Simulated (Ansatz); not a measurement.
## Reading a saddle point

A first-order saddle point of SiN2H8F2, singlet, PBE0-D4/def2-TZVP, with one imaginary mode of 215i cm⁻¹:

Si1  (-0.748, 0.240, -0.634)
N2  (-0.178, -1.240, 0.315)
H3  (-1.497, -0.460, -1.724)
H4  (-1.749, 0.908, 0.214)
N5  (0.504, 0.997, -1.472)
H6  (0.757, 0.606, 1.788)
F7  (0.496, 1.359, 1.088)
H8  (0.336, -0.981, 1.296)
F9  (0.919, -0.470, 2.357)
H10  (-0.963, -1.854, 0.518)
H11  (0.477, -1.770, -0.253)
H12  (0.526, 1.015, -2.475)
H13  (1.119, 1.649, -1.017)
(Å)

Computed with Ansatz 0.2.0 (basis: def2-TZVPP and def2-QZVPP); correlated methods freeze the cores. Extrapolation: Hartree–Fock as exp(−7.88 √X), correlation as X^−2.97.

Problem. Which contacts change along the imaginary mode, and what lies on either side? (A judgement: the text doesn't fix the answer.)

Solution. Computed: The step is SiN₂H₆ ([NH2][SiH2][NH2]) + HF + HF → SiNH₄F ([NH2][SiH2][F]) + NH₃ + HF (still joined by a long Si–N bond), with the molecules in contact on both sides. Shortening one way: Si1–F7, N2–H8, H6–F9; lengthening the same way: Si1–N2, H6–F7, H8–F9.
```tsv
pair	one side (Å)	saddle (Å)	other side (Å)
Si1–F7	3.79	2.40	1.76
N2–H8	1.48	1.14	1.03
H6–F9	1.54	1.23	0.96
Si1–N2	1.78	1.85	1.96
H6–F7	0.95	1.06	1.50
H8–F9	1.02	1.31	1.88
```

Problem. Which side is lower, and how far does the saddle lie above each? (To be estimated.)

Solution. Computed: The side with Si1–F7, N2–H8, H6–F9 short is lower by 0.243 eV; the saddle lies 0.533 eV above it and 0.290 eV above the other (CCSD(T) at an estimated basis limit (MP2 extrapolated from triple and quadruple zeta, plus CCSD(T) − MP2 in triple zeta); electronic energies).

No T1 diagnostic of these runs exceeds 0.011.

Steps of this kind, hydrogen fluoride cutting a network bond, underlie vapour etching and the fluorination step of atomic layer etching.

Labels in which every atom is bracketed show which atoms are joined, not bond orders.

For scale, one of the runs: CCSD(T)/def2-TZVPP, 278 basis functions, launched by `ansatz run in.yaml --threads 8 --pin off --events-out ev --progress --plain --max-ram 19148MiB`. Time: 4.1 min of wall clock on 8 CPU threads of an Intel Xeon; the host was shared. Peak host memory: 8.3 GiB.
